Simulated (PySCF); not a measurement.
A structure optimised at B3LYP-D3(BJ)/def2-TZVP, used in a PySCF frequency run:

```
B
H 1 1.2065
H 1 1.2065 2 113.74
H 1 1.2065 2 113.74 3 132.37
C 1 1.5197 2 104.76 3 -113.81
O 5 1.1287 2 147.44 1 -180.00
```

Write its SMILES, formula and point group.

[BH3-]C#[O+], CH3BO, C3v

What are its rotational constants (standard atomic weights)?

122.77, 8.8450, 8.8450 GHz
